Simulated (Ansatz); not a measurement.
Born–Oppenheimer molecular dynamics of BrH₅O₄Ti (11 atoms, charge 0, multiplicity 1). It starts at the highest image of a converged band. Of that band: Beside the main top the profile has a ripple of under 15 meV (maxima at images 2, 7), which may be a very shallow well or noise. A vibrational analysis at the climbing image gives one clearly imaginary mode, 99i cm⁻¹: a first-order saddle point.

These are results of Ansatz, RKS PBE/def2-SVP, not measurements.

```
ensemble                      : NVE (velocity Verlet)
time step                     : 0.5 fs
steps asked                   : 200
starting velocities drawn for : 300 K
seed                          : 7311
```

First frame:

```xyz
11
Properties=species:S:1:pos:R:3
Ti -0.176 -0.225 0.107
O -0.155 0.458 1.998
H -0.904 0.961 2.374
O 1.464 -0.724 -0.322
H 2.099 0.042 -0.190
O -0.899 0.976 -1.005
H -1.751 0.929 -1.477
O -1.244 -1.654 0.117
H -0.985 -2.590 0.019
Br 2.052 2.070 0.997
H 0.712 1.167 1.867
```

(1) What does the run give?

(2) What happens to the structure?

(3) How do temperature and energy run in time?

## Answers

(1) The run went to its last step.

```yaml
steps_done: 200
time_covered: 100 fs
mean_temperature_over_the_second_half: 160 K
spread_of_the_potential_energy_over_the_second_half: 3.3 meV per atom
mean_potential_energy_of_the_second_half_above_the_start: 15.0 meV per atom
```

The conserved energy stayed within 0.24 meV per atom of its start (net change 0.15 meV per atom), so the integration is sound. A run of 0.1 ps of so small a system gives no equilibrium averages. The orbitals stay closed-shell, which can raise the energy where a bond breaks towards radicals; this wasn't checked here.

(2) Between its relaxed ends the band would form Ti1–Br10, O2–H11 and break Ti1–O2, Br10–H11. These pairs go: Ti1–Br10 3.32 → 3.64 Å, O2–H11 1.13 → 1.34 Å, Ti1–O2 2.01 → 1.93 Å, Br10–H11 1.84 → 1.64 Å. In the last frame they stand as before the step (other bonds may differ from the relaxed reactants and products). These pairs come and go: their bonding changes 8 times, last at 96 of 100 fs, so the outcome isn't settled. It ends as BrH + H4O4Ti. Pairs count as bonded within 1.25 times the sum of covalent radii (0.12 Å more for H–H). This is one draw of velocities; another would differ in detail.

(3) 
```
time (fs)  T (K)  potential energy less start (eV)  conserved less start (meV/atom)
        0    300                             0.000                             0.00
        5    182                             0.138                             0.09
       10    154                             0.171                             0.10
       15    189                             0.131                             0.13
       20    175                             0.147                             0.16
       25    161                             0.164                             0.14
       30    161                             0.163                             0.10
       35    189                             0.129                             0.07
       40    166                             0.157                             0.07
       45    181                             0.139                             0.05
       50    189                             0.130                             0.12
       55    141                             0.186                             0.14
       60    113                             0.219                             0.18
       65    201                             0.117                             0.13
       70    176                             0.146                             0.14
       75    131                             0.198                             0.12
       80    210                             0.106                             0.10
       85    162                             0.162                             0.13
       90    150                             0.177                             0.15
       95    157                             0.168                             0.13
      100    191                             0.129                             0.15
```

Time of the run: 8 min on 4 threads of Arm Neoverse V1, on a shared host, peak memory 0.24 GiB.
